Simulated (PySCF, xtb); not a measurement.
Nb(O)2(OH) (HNbO₃), SMILES [O]=[Nb](=[O])[OH], multiplicity 1. Other conformers were not sampled.

Harmonic wavenumbers (cm⁻¹) from GFN2-xTB (xtb) at its own minimum, in rising order: 134, 170, 256, 265, 448, 596, 718, 731, 3491.

### Question
What does PBE0-D3(BJ)/def2-SVP run with PySCF 2.14.0 give at its own minimum? (Estimate from the structure and the level; the computed values follow.)

### Answer
158, 197, 242, 345, 498, 731, 988, 1029, 3960. Paired by order, the mean absolute difference is 152 cm⁻¹ and the zero-point energies are 9.7 and 11.6 kcal/mol.
